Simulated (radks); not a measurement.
Isoelectronic series with 30 electrons, all held in the configuration [Ar] 3d10 4s2, which need not be the ground one along the series. Method: scalar-relativistic Kohn-Sham, PBE, spin-unpolarised, spherical densities, finite nucleus; Fermi nuclear charge, rms radius of each element as measured or else 0.836 A^(1/3) + 0.57 fm; computed with a radial shooting solver on a logarithmic mesh with Libxc functionals. Total energies (hartree) and mean radii <r> (bohr):

Ce28+: E (hartree) -8464.4325; 4s 0.5639; 3d 0.2466
Nd30+: E (hartree) -9151.3427; 4s 0.5355; 3d 0.2351
Sm32+: E (hartree) -9868.2607; 4s 0.5096; 3d 0.2246
Gd34+: E (hartree) -10615.7167; 4s 0.4859; 3d 0.2151
Dy36+: E (hartree) -11394.2131; 4s 0.4642; 3d 0.2063
Er38+: E (hartree) -12204.3162; 4s 0.4443; 3d 0.1981
Yb40+: E (hartree) -13046.5928; 4s 0.4258; 3d 0.1906
Hf42+: E (hartree) -13921.7019; 4s 0.4086; 3d 0.1837
W44+: E (hartree) -14830.3267; 4s 0.3926; 3d 0.1772
Os46+: E (hartree) -15773.1613; 4s 0.3777; 3d 0.1711
